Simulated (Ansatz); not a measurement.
A nudged elastic band was laid between two geometries of CH7Al2N (11 atoms, charge 0, multiplicity 1).

Theory: RKS PBE0-D4/cc-pVDZ (Ansatz 0.2.0).

* movable images: 7
* climbing image: yes
* spring: 5.0 eV/Å²
* optimiser: quadratic models (default)
* start path: through a guess of the saddle point
* force threshold: 0.03 eV/Å
* iteration limit: 60
* end points: relaxed

Image 0:

```xyz
11
Properties=species:S:1:pos:R:3
C 0.000 1.442 0.091
N 0.045 -0.024 0.011
Al -0.412 -1.022 1.460
Al 0.452 -0.834 -1.565
H 0.987 1.868 0.344
H -0.310 1.898 -0.865
H -0.707 1.790 0.863
H -0.305 -2.604 1.341
H -0.907 -0.247 2.763
H 0.692 0.099 -2.836
H 0.532 -2.422 -1.588
```

Image 8:

```xyz
11
Properties=species:S:1:pos:R:3
C 0.000 1.442 0.091
N 0.041 -0.024 0.010
Al -0.422 -1.021 1.458
Al 0.461 -0.835 -1.563
H 0.996 1.867 0.308
H -0.346 1.899 -0.851
H -0.677 1.790 0.890
H -0.325 -2.604 1.336
H -0.913 -0.245 2.762
H 0.530 -2.423 -1.586
H 0.719 0.096 -2.832
```

Task: What changes between the two ends?

Result: No bond is made or broken. The dihedral Al3–N2–Al4–H11 goes from -6 to 174°. The two ends are copies of one structure, up to a mirror image or an exchange of like atoms.

Task: What energy profile does the band end with?

Result: It converged. The highest image is number 3 of 0 to 8, 22.6 kJ/mol above the ends, which have the same energy within 2 meV. The profile has 2 maxima (images 3, 6) with wells between them (image 4): this band takes more than one step, which may be the mechanism or a detour left from its start path. A vibrational analysis at the climbing image gives one clearly imaginary mode, 224i cm⁻¹: a first-order saddle point.

```json
{"image": "0", "path coordinate (Å)": "0.00", "energy (kJ/mol)": "0.0", "dihedral Al3–N2–Al4–H11 (°)": "-6"}
{"image": "1", "path coordinate (Å)": "1.17", "energy (kJ/mol)": "0.1", "dihedral Al3–N2–Al4–H11 (°)": "1"}
{"image": "2", "path coordinate (Å)": "2.34", "energy (kJ/mol)": "8.6", "dihedral Al3–N2–Al4–H11 (°)": "41"}
{"image": "3", "path coordinate (Å)": "3.51", "energy (kJ/mol)": "22.6", "dihedral Al3–N2–Al4–H11 (°)": "73"}
{"image": "4", "path coordinate (Å)": "4.42", "energy (kJ/mol)": "14.5", "dihedral Al3–N2–Al4–H11 (°)": "96"}
{"image": "5", "path coordinate (Å)": "5.33", "energy (kJ/mol)": "19.1", "dihedral Al3–N2–Al4–H11 (°)": "111"}
{"image": "6", "path coordinate (Å)": "6.25", "energy (kJ/mol)": "19.4", "dihedral Al3–N2–Al4–H11 (°)": "123"}
{"image": "7", "path coordinate (Å)": "7.16", "energy (kJ/mol)": "6.0", "dihedral Al3–N2–Al4–H11 (°)": "145"}
{"image": "8", "path coordinate (Å)": "8.07", "energy (kJ/mol)": "0.0", "dihedral Al3–N2–Al4–H11 (°)": "174"}
```

Task: What is the geometry of the highest image?

Result: 
```xyz
11
Properties=species:S:1:pos:R:3
C -0.108 1.595 0.001
N -0.165 0.143 0.044
Al -0.495 -0.977 1.393
Al 0.520 -0.985 -1.257
H 0.877 1.958 -0.349
H -0.866 2.015 -0.684
H -0.285 2.048 0.991
H -0.092 -2.404 0.739
H -0.948 -0.698 2.887
H 2.040 -0.745 -1.697
H -0.412 -2.006 -2.048
```

The band took 27 iterations and of the order of 16 core-minutes.

Run time: 8.4 min on 2 threads of Arm Neoverse V1 (shared host), peak memory 0.22 GiB.
